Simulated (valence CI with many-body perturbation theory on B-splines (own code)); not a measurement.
The numbers below are computed, except where a source is named.
Ladder of approximations for Yb21+

Level of theory: valence CI with perturbative core correlation (CI+MBPT): three valence electrons over a frozen Dirac-Fock core [Kr] 4d10, radial functions for each j: 8 s, 8 p, 9 d, 9 f, 6 g, 3 h, 2 i, with the one-electron correlation potential Σ1, the two-electron term Σ2, the three-electron term Σ3, Breit, model QED; selected CI, second order for the rest (own B-spline code, finite nucleus).

No measured spectrum was set against this ion. As an estimate, terms of the open shell hold to a few per cent of their energy, and close levels can change places. Core correlation moves these levels by up to 44000 cm⁻¹, and in measured spectra 5 to 20 % of such shifts remained as error; rates that hang on mixing are uncertain with them.

Each rung adds one term. CI alone is the Dirac-Coulomb CI over the frozen core; QED comes last and gives the full result, which names the levels. Energies are above 4f³ ⁴I°_9/2 on the same rung, in cm⁻¹.

Names give the largest LS component (configuration and term), which can be under half, so a name can repeat, a term be missing and a line seem to break the LS rules; names also repeat where a configuration has a term twice. Letters in brackets count levels of one name in rising energy.

| Level | CI alone | + Σ1 | + Σ2 | + Σ3 | + Breit | Full |
| --- | --- | --- | --- | --- | --- | --- |
| 4f³ ⁴I°_11/2 | 12180 | 12610 | 13141 | 13181 | 12298 | 12361 |
| 4f³ ⁴I°_13/2 | 23582 | 24348 | 25196 | 25251 | 23538 | 23648 |
| 4f³ ⁴F°_3/2 | 31264 | 31470 | 29317 | 29419 | 29779 | 29790 |
| 4f³ ⁴I°_15/2 | 34194 | 35222 | 36242 | 36282 | 33816 | 33961 |
| 4f³ ²H°_9/2 [a] | 34946 | 35391 | 35227 | 34834 | 34276 | 34325 |
| 4f³ ⁴F°_5/2 | 39334 | 39857 | 38262 | 38230 | 37945 | 38004 |
| 4f³ ⁴S°_3/2 | 41994 | 42592 | 41063 | 42028 | 41661 | 41729 |
| 4f³ ⁴F°_7/2 | 43350 | 43966 | 43006 | 42737 | 42030 | 42102 |
| 4f³ ⁴G°_5/2 | 48280 | 48698 | 45867 | 46049 | 46136 | 46171 |
| 4f³ ⁴F°_9/2 | 51935 | 52908 | 52411 | 52232 | 50822 | 50947 |
| 4f³ ⁴G°_7/2 | 52520 | 53250 | 51457 | 51498 | 50936 | 51016 |
| 4f³ ²H°_11/2 [a] | 53570 | 54555 | 54802 | 54566 | 52953 | 53076 |
| 4f³ ²K°_13/2 | 56795 | 57558 | 56824 | 56679 | 55232 | 55321 |
| 4f³ ²G°_7/2 [a] | 61127 | 62110 | 61389 | 61088 | 59966 | 60088 |
| 4f³ ²D°_3/2 [a] | 62159 | 63041 | 61091 | 61734 | 61114 | 61210 |
| 4f³ ⁴G°_9/2 | 64441 | 65446 | 63589 | 63696 | 62441 | 62561 |
| 4f³ ²K°_15/2 | 66833 | 67817 | 66660 | 66614 | 64594 | 64708 |
| 4f³ ²P°_1/2 | 66400 | 67182 | 64826 | 66027 | 65627 | 65704 |
| 4f³ ⁴G°_11/2 | 73358 | 74497 | 72726 | 72601 | 70821 | 70956 |

(1) How does the ionisation energy move along the ladder, and which term matters most?

Answers

(1) CI alone 565.95, + Σ1 569.38, + Σ2 574.87, + Σ3 574.89, + Breit 574.91, + QED 574.95 eV. The largest step is Σ2, 5.49 eV. NIST lists 580 ± 30 eV (theoretical).
